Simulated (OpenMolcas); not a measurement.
Computed levels of 3d3 in ions with 21 electrons, in cm-1 above 4F 3/2.

- Program: OpenMolcas
- Method: CASSCF
- Basis: ANO-RCC-VTZP
- Scalar Hamiltonian: DKH2, point nucleus
- Spin-orbit coupling: state interaction with AMFI integrals over the reference wave functions, term energies averaged over their components

Active space for each ion: 3 electrons in 5 orbitals (3d).

```csv
Level,Mn4+,Co6+,Ni7+
4F 5/2,371,730,979
4F 7/2,877,1708,2278
4F 9/2,1504,2898,3841
4P 1/2,20470,25747,28222
4P 3/2,20621,25977,28477
2G 7/2,20932,26600,29282
4P 5/2,21065,26914,29786
2G 9/2,21456,27543,30475
2P 1/2,27669,35059,38558
```

Problem. Estimate 4F 9/2, 4P 1/2, 4P 3/2 for Fe5+ from its neighbours Mn4+ and Co6+.

Solution. 4F 9/2 is fine structure, which grows about as the fourth power of a screened charge, so the fourth roots are averaged: ((1504^0.25 + 2898^0.25) / 2)^4 = 2116. The calculation gives 2163, so the estimate is off by -2.2 %; the measured value is 2001 (Corliss and Sugar, J. Phys. Chem. Ref. Data 11, 135 (1982)).
4P 1/2 is another term, which grows about linearly with the charge: (20470 + 25747) / 2 = 23108. The calculation gives 23249, so the estimate is off by -0.6 %; the measured value is 18738 (Corliss and Sugar, J. Phys. Chem. Ref. Data 11, 135 (1982)).
4P 3/2 is another term, which grows about linearly with the charge: (20621 + 25977) / 2 = 23299. The calculation gives 23444, so the estimate is off by -0.6 %; the measured value is 18942 (Corliss and Sugar, J. Phys. Chem. Ref. Data 11, 135 (1982)).

Without dynamic correlation excited terms often stand tens of per cent too high (terms of higher spin than the ground term too low), and those without a measured partner can miss by more than the paired ones. Terms from blocks run as CI alone lack orbitals of their own. Measured partners are found by configuration, term and J. A level has none where our copy of the source lacks it or the pairing is in doubt (some pairs that miss far off the trend of their configuration count as doubtful), and it then counts in no deviation. Only configurations of the active space appear.
